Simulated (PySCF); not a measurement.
Heteronuclear NMR

Atoms are numbered as in `[CH3:1][N:2]([CH3:3])[SiH2:4][C:5]([F:6])([F:7])[SiH3:8]`. Each H is labelled by its parent atom.

Computed data (PySCF): shieldings: GIAO PBE0/pcSseg-1, coordinates at the GFN2-xTB level. Averaged over atoms made equivalent by symmetry, fast rotation or ring inversion, non-relativistic Hamiltonian, gas phase, one conformer.

**Question.** Predict the ¹⁹F NMR data.

**Answer.** 
```tsv
atoms	environment	σ (ppm)	δ (ppm)
F6/F7	fluorine of a CF2 group	315.4	-123.9
```

Shieldings were converted by a linear fit to measured shifts: ¹⁹F: δ = 146.13 − 0.903σ +14.6 on sp3 carbon (rms 6.0 ppm, 223 shifts, 7.0 ppm with the 5 outliers that the fit left out vs CFCl3, solution or neat liquid). Occasional misses reach two or three times the rms, and more in compound classes unlike the fitted ones.

On a 400 MHz spectrometer ¹⁹F resonates near 376.4 MHz, so 1 ppm is 376.4 Hz.

**Question.** What are the ²⁹Si shifts?

**Answer.** 
```json
{"atoms": "Si4", "environment": "silicon bonded to C, N, 2 H", "σ (ppm)": "384.5", "δ (ppm)": "-36.1"}
{"atoms": "Si8", "environment": "silicon bonded to C, 3 H", "σ (ppm)": "421.6", "δ (ppm)": "-66.5"}
```

Shieldings were converted by a linear fit to measured shifts: ²⁹Si (scatter 8.9 ppm rms, 25.8 ppm with the 6 outliers that the fit left out vs TMS, solution or neat liquid). A few per cent of atoms miss by over 2 rms, more outside the fitted compound classes.

On a 300 MHz spectrometer ²⁹Si resonates near 59.6 MHz, so 1 ppm is 59.6 Hz.

**Question.** Where does ¹⁵N resonate?

**Answer.** 
```csv
atoms,environment,σ (ppm),δ (ppm)
N2,"nitrogen bonded to 2 C, Si",254.4,-382.5
```

Shieldings were converted by a linear fit to measured shifts: ¹⁵N: δ = -148.07 − 0.921σ (rms 6.3 ppm, 71 shifts vs CH3NO2, solution or neat liquid). A few per cent of atoms miss by over 2 rms, more outside the fitted compound classes.

On a 500 MHz spectrometer ¹⁵N resonates near 50.7 MHz, so 1 ppm is 50.7 Hz.
